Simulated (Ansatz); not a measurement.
Isolated molecules relaxed with PBE0-D4/def2-TZVP in Ansatz; ΔE leaves out vibrations. CCSD(T)/CBS adds triple-zeta CCSD(T) − MP2 to the extrapolated MP2 energy (def2 sets, frozen cores). This one scheme is used for every species. Functionals use def2-TZVPP. HSE06 is defined as in plane-wave codes. Elements past krypton have def2 core potentials. For Au outer-core shells are correlated without core-valence functions, which leaves a few kJ/mol of doubt a bond. Each species was taken in one conformer, which may not be the lowest.

Reaction (adduct formation): NH₃ + `[SH][Au]` → `[NH3+][Au-][SH]`

| level | ΔE (kcal/mol) | difference from CCSD(T)/CBS |
| --- | --- | --- |
| LDA (SPW92) | -49.6 | -9.6 |
| BLYP-D4 | -34.4 | 5.6 |
| PBE0-D4 | -39.0 | 1.0 |
| HSE06-D4 | -38.8 | 1.2 |
| r2SCANh | -39.6 | 0.4 |
| CAM-B3LYP | -38.3 | 1.7 |
| RPA@PBE/def2-TZVPP | -35.2 | 4.8 |
| HF/def2-SVP | -30.6 | 9.4 |
| CCSD/def2-TZVPP | -38.1 | 1.9 |
| CCSD/def2-QZVPP | -38.3 | 1.7 |
| CCSD(T)/CBS | -40.0 | 0 |

Q: What do rigid-rotor, harmonic-oscillator terms from PBE0-D4/def2-TZVP frequencies (298.15 K, 1 bar) make of the CCSD(T)/CBS value? (An estimate is asked.)

A: Ansatz gave: ΔZPE = +3.0 kcal/mol, ΔH = -37.6 kcal/mol, ΔS = -124 J/(mol·K), ΔG = -28.8 kcal/mol. Modes under 50 cm⁻¹ make the entropy rough.

Largest T1 diagnostic among the species: 0.025, so the coupled-cluster value is less sure than usual.

The D4 term adds −2.1 kcal/mol with B3LYP and −1.1 kcal/mol with PBE0; it sums over pairs of atoms, weighted by their polarisabilities, and B3LYP, whose exchange is more repulsive, gets the larger term. Leaving LDA and LC-ωPBE aside and taking each functional with its dispersion term where it has one, the values, not all of them listed here, spread over 6.6 kcal/mol, from PBE-QIDH to BLYP-D4. LDA lies −12.6 kcal/mol from PBE without D4. At CCSD(T), def2-SVP lies −0.8 kcal/mol from the extrapolated value and def2-TZVPP +0.7 kcal/mol.

B3LYP here is the variant with VWN-RPA as its local correlation; programs differ in this.
